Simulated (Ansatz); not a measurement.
## Worked example: C2H7N + Si3H7O → C2H6N + Si3H8O

Species: C2H7N (dimethylamine) `CNC`, singlet; Si3H7O `[SiH3]O[SiH][SiH3]`, doublet; C2H6N `C[N]C`, doublet; Si3H8O `[SiH3]O[SiH2][SiH3]`, singlet. A radical takes H: the energy is the difference in strength between the N–H bond broken and the Si–H bond made.

Shapes, held fixed at every level: PBE0-D4/def2-TZVP. Flexible molecules stand in one conformer, not always the lowest. Programs: Ansatz 0.2.0. Electronic energies: no zero-point or thermal term.

At CCSD(T)/CBS estimate; 1 Eh = 2625.50 kJ/mol:

| species | energy (Eh) |
| --- | --- |
| C2H7N | -135.003207 |
| Si3H7O | -946.636423 |
| C2H6N | -134.339414 |
| Si3H8O | -947.287992 |

Work out ΔE of the reaction at this level.


1. Products less reactants: (-134.339414) + (-947.287992) − [(-135.003207) + (-946.636423)] = 0.012224 Eh = +32.1 kJ/mol.

Other levels give -10.7 (HF/def2-TZVPP) to +54.8 kJ/mol (SPW92/def2-TZVPP). No measured value is set beside it here. Open shells run unrestricted unless RO is named. The CBS estimate extrapolates MP2 from def2-TZVPP and def2-QZVPP and adds CCSD(T) − MP2 in the triple-zeta set, cores frozen.
